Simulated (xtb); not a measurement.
Al(F)(H)(NHMe) (CH₅AlFN), SMILES C[NH][AlH][F]. All values are semi-empirical tight-binding results from xtb (GFN2-xTB unless named), good for trends rather than for accurate numbers. The structure is a stationary point at GFN2-xTB. Other conformers were not sampled.

Optimised geometry:

Bonded distances (Å): Al1–F2 1.647, Al1–H3 1.512, Al1–N4 1.780, N4–C5 1.459, N4–H6 1.016, C5–H7 1.094, C5–H8 1.094, C5–H9 1.090. Angles (°): F2–Al1–H3 115.6, F2–Al1–N4 123.3, H3–Al1–N4 121.1, Al1–N4–C5 125.9, Al1–N4–H6 123.4, C5–N4–H6 110.7, N4–C5–H7 111.5, N4–C5–H8 111.5, N4–C5–H9 108.4, H7–C5–H8 108.5, H7–C5–H9 108.4, H8–C5–H9 108.4.
Charge 0, spin multiplicity 1.

For metal compounds this method's bond lengths and energies can be far off.

**Question.** Estimate the properties. (An estimate is asked for; the answer gives what the named calculation found.)

**Answer.** 
| Item | Result |
|---|---|
| point group as xtb finds it | Cs |
| orbital gap | 3.87 eV |
| zero-point energy | 38.3 kcal/mol |
| G − E(el) at 298.15 K (modified RRHO) | 19.7 kcal/mol |

Computed atomic charges and the Wiberg bond orders between heavy atoms:
charges (e) Al1 0.41, F2 -0.26, H3 -0.10, N4 -0.32, C5 -0.03, H6 0.18, H7 0.04, H8 0.04, H9 0.05. Bond orders Al1–F2 1.26, Al1–N4 1.30, N4–C5 1.01.
